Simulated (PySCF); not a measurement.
## PtO₂, broken-symmetry Ms = 0: computed properties

These are results of PySCF, UwB97X, basis Pt def2-TZVP with ECP60, O def2-TZVP (scalar-relativistic core potentials, no spin–orbit coupling, density fitting), not measurements.

The structure is a minimum.

Z-matrix (Å, degrees; charge 0 multiplicity 1):
```
Pt
O  1 1.9228
O  2 1.2664 1 107.63
```

```
Point group                                                                   : Cs
Bond lengths                                                                  : O–O 1.266 Å, Pt–O 1.923 Å
Bond angles                                                                   : O–O–Pt 107.6°
Principal polarisabilities                                                    : 33.7, 34.0, 69.2 bohr³
Rotational symmetry number                                                    : 1
Entropy at 298.15 K and 1 bar                                                 : 286.5 J/(mol K)
Heat capacity Cp at 298.15 K                                                  : 46.3 J/(mol K)
Dipole moment                                                                 : 3.25 D
Enthalpy at 298.15 K above 0 K                                                : 11.91 kJ/mol
Zero-point energy                                                             : 12.2 kJ/mol
Atomisation energy without zero-point energy                                  : 578 kJ/mol
Spin squared ⟨S²⟩                                                             : 1.006
Rotational constants                                                          : 1.952, 0.123, 0.1157 cm⁻¹
Principal quadrupole moments (Buckingham, traceless) about the centre of mass : -3.15, 1.43, 1.73 D Å
Highest occupied level (β)                                                    : -8.79 eV
Lowest empty level (α)                                                        : -2.05 eV
```

Harmonic modes (masses in u: Pt 194.965, O 15.995):
```csv
symmetry,ω (cm⁻¹),IR (km/mol)
a',199,9.0
a',556,5.8
a',1286,313
```

Charges (e):
```json
{"atom": "Pt1", "Mulliken": "0.29", "Löwdin": "0.18", "polar tensor": "0.41", "spin (Mulliken)": "-0.74", "Mayer order to Pt1": "–"}
{"atom": "O2", "Mulliken": "-0.13", "Löwdin": "-0.07", "polar tensor": "0.03", "spin (Mulliken)": "0.26", "Mayer order to Pt1": "0.84"}
{"atom": "O3", "Mulliken": "-0.17", "Löwdin": "-0.11", "polar tensor": "-0.44", "spin (Mulliken)": "0.48", "Mayer order to Pt1": "0.29"}
```
Other Mayer orders above 0.3: O–O 1.33.

Mulliken populations on Pt1 (electrons outside its core potential): s 2.54, p 6.08, d 9.08, f 0.01.

Outer orbital energies (eV). α occupied: -17.13, -16.40, -11.46, -10.49, -10.04, -9.87, -9.78, -9.50; empty: -2.05, -0.71, 1.95, 1.97. β occupied: -16.24, -15.04, -11.19, -10.61, -10.29, -10.25, -10.18, -8.79; empty: -0.99, -0.29, 1.78, 1.96.

The determinant is spin-contaminated (⟨S²⟩ = 1.01, pure value 0.00). Only a few start shapes were tried, so a lower isomer may exist. At this level a singlet minimum of D∞h symmetry lies 183 kJ/mol below this structure. With an element this heavy the missing spin–orbit coupling can shift these numbers.

The final relaxation and frequency run took 85 s on 2 threads of a shared Arm Neoverse V1 host, with 102 basis functions and 15 gradients; the process peaked at 1.1 GiB. Launch command: `OMP_NUM_THREADS=2 python axn.py task.json out`.
